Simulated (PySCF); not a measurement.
## Cr³⁺ (chromium, charge +3): PBE calculation

Configuration: [Ar] 3d3, high-spin 4F determinant. Computed with PySCF 2.14 in def2-TZVPPD (6s6p4d2f1g, 67 functions), with the non-relativistic Hamiltonian (point nucleus).

```json
{
 "Total energy": "-1042.134 hartree",
 "One-electron energy": "-1404.736 hartree",
 "Hartree (Coulomb) energy": "409.956 hartree",
 "Exchange-correlation energy": "-47.354 hartree",
 "Kinetic energy": "1040.93344 hartree",
 "⟨S²⟩": "3.7504",
 "⟨L²⟩": "12.003",
 "Sum of ⟨r⟩": "13.01 bohr",
 "Sum of ⟨r²⟩": "13.26 bohr²",
 "Density at the nucleus (Gaussians lack the cusp)": "9060 bohr⁻³",
 "Spin density at the nucleus": "0.0477 bohr⁻³",
 "Langevin diamagnetic susceptibility": "-10.5 ×10⁻⁶ cm³/mol"
}
```

```
shell  electrons  mean orbital energy (eV)  rms radius, mean of both spins (bohr)
 1s α          1                   -5874.0                                 0.0743
 1s β          1                   -5874.0                                 0.0743
 2s α          1                   -699.00                                  0.321
 2s β          1                   -697.69                                  0.321
 2p α          3                   -599.99                                  0.289
 2p β          3                   -598.98                                  0.289
 3s α          1                   -112.53                                  0.961
 3s β          1                   -109.17                                  0.961
 3p α          3                   -84.707                                   1.02
 3p β          3                   -81.404                                   1.02
 3d α          3                   -40.906                                   1.22
```
